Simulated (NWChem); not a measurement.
# ZrH₃Br; SMILES [Br][ZrH3]

```xyz
5

Zr     0.0000     0.0000     0.9855
Br     0.0000     0.0000    -1.4852
H      1.7358    -0.1062     1.5853
H     -0.7760     1.5564     1.5853
H     -0.9599    -1.4502     1.5853
```
Atoms are numbered in this order, from 1.

Level: PBE0/def2-SVP with def2 effective core potentials on Zr (NWChem), optimised geometry, unscaled harmonic frequencies. This build's default masses of Se (78.918 u) and Br (79.917 u) are each other's, which moves their modes by up to 0.6 %. def2 effective core potentials on Zr; no spin-orbit coupling.

| frequency (cm⁻¹) | IR intensity (km/mol) |
|---|---|
| 281 | 7.8 |
| 329 | 34.5 |
| 329 | 34.5 |
| 559 | 280.6 |
| 605 | 91.6 |
| 605 | 91.6 |
| 1715 | 490.6 |
| 1715 | 490.6 |
| 1753 | 232.7 |

zero-point energy: 11.3 kcal/mol
thermal correction to the enthalpy at 298.15 K (with zero-point energy): 14.7 kcal/mol
heat capacity Cv: 14.2 cal/(mol K)
entropy at 298.15 K and 1 atm (symmetry number 3): 69.5 cal/(mol K)

Rigid rotor and harmonic oscillator.
